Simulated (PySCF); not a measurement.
## Correlation energy of Sr⁺ (strontium, charge +1)

[Kr] 4d1, 2D determinant (an excited configuration). Calculation: PySCF 2.14, in aug-cc-pwCVTZ-X2C; the spin-free X2C one-electron Hamiltonian (Gaussian nucleus). Frozen: [Ar] 3d10; 9 electrons correlated.

```json
{"level": "CCSD", "correlation energy (mhartree)": "-208.73"}
{"level": "(T)", "correlation energy (mhartree)": "-5.05"}
{"level": "CCSD(T)", "correlation energy (mhartree)": "-213.78"}
```

Diagnostics: T1 = 0.0058, D1 = 0.0208, largest double amplitude 0.013.

Cost of the coupled-cluster step: about 23 core-seconds, for 9 correlated electrons.
